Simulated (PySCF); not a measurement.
Computed shifts of a molecule C₅H₆, PBE/pcSseg-1 (PySCF), GIAO, gas phase, equivalent atoms averaged, in ppm (number of nuclei): ¹³C: 91.3 (1), 67.9 (1), 14.4 (2), 5.6 (1). ¹H: 1.67 (1), 1.53 (1), 0.97 (4). References: ¹³C against TMS (σ = 182.0 ppm); ¹H against TMS (σ = 31.49 ppm), references at their B3LYP-D3(BJ)/def2-TZVP geometries, non-relativistic. Geometry: B3LYP-D3(BJ)/def2-SVP. Other conformers were not sampled.

Question: Which structure fits?
(A) C1=CCC=C1
(B) C#CCC=C
(C) C#CC1CC1
(D) C=C=CC=C

Answer: C, C#CC1CC1
